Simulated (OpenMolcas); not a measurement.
# Lines of O III: computed and rescaled rates

```json
{"Program": "OpenMolcas 26.06", "Method": "MS-RASPT2, IPEA 0.25 Eh, imaginary shift 0.1 Eh (closed shells correlated: 1s)", "Basis": "ANO-RCC-VQZP [5s4p3d2f1g]", "Scalar Hamiltonian": "DKH2, point nucleus", "Active space": "4 electrons in 9 orbitals (RAS2 2s 2p; RAS3 3d, at most 2 electrons)", "State averaging": "2S+1 = 3 even, 6 roots; 2S+1 = 1 even, 11 roots; 2S+1 = 5 odd, 1 root; 2S+1 = 3 odd, 9 roots; 2S+1 = 1 odd, 8 roots", "Spin-orbit coupling": "RASSI with atomic mean-field integrals over the reference wave functions, term energies averaged over their components"}
```

Rates come from the transition moments of the reference wave functions (E1 and E2 in the length form). At fixed line strength A goes as λ^-3 for E1 and M1 and as λ^-5 for E2, so a rate at the computed wavelength can be rescaled to the measured one. Measured vacuum wavelengths follow from level energies in Moore, Selected Tables of Atomic Spectra, NSRDS-NBS 3, section 11. Branching counts decays inside the model space alone, at computed energies, and the table is only a selection of the E2 and M1 lines, drawn from those between levels with measured partners whose computed energy lies within a factor of 1.5 of the measured one.

```tsv
Upper	Lower	Type	λ computed (nm)	λ measured (nm)	A computed (s-1)	A rescaled (s-1)	Branching %
2s2 2p2 3P1	2s2 2p2 3P0	M1	97040	88360	1.98e-05	2.62e-05	100.0
2s2 2p2 1D2	2s2 2p2 3P1	M1	485.5	496	5.74e-03		25.5
2s2 2p2 1S0	2s2 2p2 1D2	E2	434.2	436.4	1.81e+00	1.76e+00	90.1
2s2 2p2 1S0	2s2 2p2 3P1	M1	229.2	232.2	1.99e-01		9.9
```

Spin-changing lines and M1 lines between different terms are not rescaled, since their strength hangs on the term gaps too.

The largest correction is for 2s2 2p2 3P1 → 2s2 2p2 3P0 (M1): 1.98e-05 × (97040 / 88360)^3 = 2.62e-05 s-1, a factor of 1.32.

The computed rate and branching of 2s2 2p2 3P1 → 2s2 2p2 3P0 give the upper level a radiative lifetime of 1.000 / 1.98e-05 s-1 = 5.05e+04 s, counting decays inside the model space alone. The rescaled rate gives about 3.8e+04 s.

No measured rate stands beside these. Rescaling mends the energy factor alone: line strengths can still be far off where a level mixes with configurations outside the active space, and weak or spin-changing lines hang on small mixing coefficients that depend on the term gaps too, so rescaling need not improve them.

CASPT2 does not keep the components of a term degenerate, so their means are used; among the terms shown or strongly mixed into the levels shown the widest spread is 15 cm-1 (2s2 2p2 1D). Active for correlation alone: 3d; no level in the range computed is led by a configuration that fills it, so any true level of that kind is missing. Computed and measured levels are paired by configuration, term and J; levels that our copy of the source lacks, or whose pairing is in doubt (as where it misses far off the trend of its configuration), stay unpaired. Levels of configurations outside the active space are missing.
